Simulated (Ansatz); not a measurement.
`[F][Ge][Cl]` + H₂ → `[F][GeH]` + HCl at 700 K and 1 bar (hydrogenolysis of a Ge–Cl bond).

Computed with Ansatz on PBE0-D4/def2-TZVP structures; ΔE is electronic, products minus reactants. CCSD(T)/CBS adds triple-zeta CCSD(T) − MP2 to the extrapolated MP2 energy (def2 sets, frozen cores). This one scheme is used for every species. For Ge outer-core shells are correlated without core-valence functions, which leaves a few kJ/mol of doubt a bond. Scalar relativity is left out up to krypton.

```tsv
species	CCSD(T)/CBS energy (Eh)	H − E (kJ/mol)	S (J/(mol·K))
`[F][Ge][Cl]`	-2635.75718	42.1	335.3
H₂	-1.17544	46.8	155.3
`[F][GeH]`	-2176.50038	48.7	290.8
HCl	-460.38127	38.4	211.8
```

H − E and S are ideal-gas, rigid-rotor, harmonic terms from PBE0-D4/def2-TZVP. The MP2-based limit puts H₂ 0.8 mEh under its directly extrapolated value; such offsets cancel only in part. 1 Eh = 2625.50 kJ/mol, R = 8.31446 J/(mol·K).

By hand: ΔE, ΔH, ΔS and ΔG.

ΔE = (-2176.50038) + (-460.38127) − (-2635.75718) − (-1.17544) = 0.05097 Eh = 133.8 kJ/mol. Δ(H − E) = 48.7 + 38.4 − 42.1 − 46.8 = -1.8, so ΔH = 132.0 kJ/mol. ΔS = 290.8 + 211.8 − 335.3 − 155.3 = 12.0 J/(mol·K). ΔG = 132.0 − 700 × (12.0)/1000 = 123.6 kJ/mol.

By hand: the equilibrium constant, and the temperature at which ΔG would vanish if ΔH and ΔS stayed fixed.

log₁₀ K = −ΔG/(RT ln 10) = -9.2. ΔG = 0 at ΔH/ΔS = 11000 K, far beyond where these terms or the molecules hold.

The number of gas molecules stays the same, so ΔS is small and ΔH decides. A doubt of 5 kJ/mol in ΔE shifts log₁₀ K by 0.4 here. These are equilibria of isolated gas molecules and say nothing of rates. Largest T1 diagnostic: 0.014 (customary marks: 0.02 for closed shells, 0.045 for open ones).
